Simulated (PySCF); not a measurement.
## Spinor energies of Nb (niobium, neutral)

Start: [Kr] 4d4 5p1; 4d5/2 filled at m_j = -1/2, +1/2, +3/2, +5/2; 5p3/2 filled at m_j = +3/2. Calculated with PySCF 2.14 in x2c-TZVPall-2c (8s9p7d1f, 77 functions): generalised Hartree-Fock with the X2C-1e Hamiltonian and a Gaussian nucleus; one run each with spin-orbit coupling (SO) switched off, then screened by Boettger's factors. This is a chosen level, not necessarily the ground level.

```csv
spinor shell,electrons,"ε, spin-free (eV)","ε, screened SO (eV)",weight of nominal j (screened SO),"rms radius, screened SO (bohr)"
1s1/2,2,-19088.4,-19087.5,1.000,0.0415
2s1/2,2,-2744.4,-2744.2,1.000,0.171
2p1/2,2,-2444.3,-2510.4,1.000,0.149
3s1/2,2,-490.47,-490.46,1.000,0.471
3p1/2,2,-389.60,-400.79,1.000,0.471
3p3/2,4,-389.60,-384.39,1.000,0.482
3d3/2,4,-224.65,-226.46,0.981,0.471
3d5/2,6,-224.65,-223.47,0.988,0.475
4s1/2,2,-73.511,-73.546,1.000,1.25
4p1/2,2,-44.421,-47.493,0.687,1.41
4p3/2,4,-44.421,-42.995,0.843,1.40
4d5/2,4,-9.274,-9.290,0.678,2.29
5p3/2,1,-3.483,-3.455,1.000,5.72
```

Where does 2p3/2 lie, and what is the 2p spin-orbit splitting (screened SO)?

At -2413.3 eV, 97.106 eV above 2p1/2.

| quantity | spin-free | screened SO |
| --- | --- | --- |
| E (hartree) | -3816.93209 | -3817.33600 |
| M_J | 11/2 | 11/2 |
| ⟨J²⟩ | 35.813 | 35.805 |
| ⟨L²⟩ | 12.060 | 12.090 |
| ⟨S²⟩ | 8.753 | 8.747 |

Each row is a mean over spinors that exchange with the open shell spreads, by up to 6.985 eV (4p3/2).

Rows whose weight is well below 1 are mixtures of j = l ± 1/2: exchange outweighs spin-orbit coupling there, and the label is only the starting occupation.

⟨J²⟩ departs a little from M_J(M_J + 1) because the unrestricted spinors polarise the closed shells.

Breit and QED terms are absent; they matter most for the inner s and p1/2 levels.

Densities and radii are taken from the X2C orbitals without a picture-change correction, which distorts them close to the nucleus.

Without spin-orbit coupling the j labels of p, d and f shells carry no meaning; the spin-free column gives the mean over the occupied spinors of each nl shell.
